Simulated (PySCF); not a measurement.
## Exercise with solution: oscillator strength and radiative lifetime

C₃H₅BO₂, SMILES O=CB(O)C=C.

Coordinates come from a r2SCAN-D4/def2-SVP optimisation. This is a generated structure with no PubChem entry under its InChIKey; it may be hypothetical. Other conformers were not sampled.

TDA-PBE/def2-SVPD run with PySCF puts the first singlet state with f over 0.02 at 4.14 eV (vertical), with the transition dipole (0.109, 1.015, 0.000) in atomic units.

Q: Find the oscillator strength, the wavelength and the radiative lifetime that this transition would have in vacuum if emission retraced absorption.

A: 
|μ|² = 1.0421 au, so |μ| = 2.59 D. ΔE = 4.14/27.211 = 0.1521 hartree. f = (2/3) ΔE |μ|² = 0.106 (the program prints 0.106).
λ = 1239.84/4.14 = 299 nm; ν = 33391 cm⁻¹.
Einstein's coefficient A = 0.6670 ν² f s⁻¹ (ν in cm⁻¹) = 7.9e7 s⁻¹, so τ = 1/A = 13 ns. This state is S2; the lower singlet has f = 0.000. The figure is the radiative limit of this one transition; relaxation, internal conversion, crossing to triplets and a medium change what is measured.
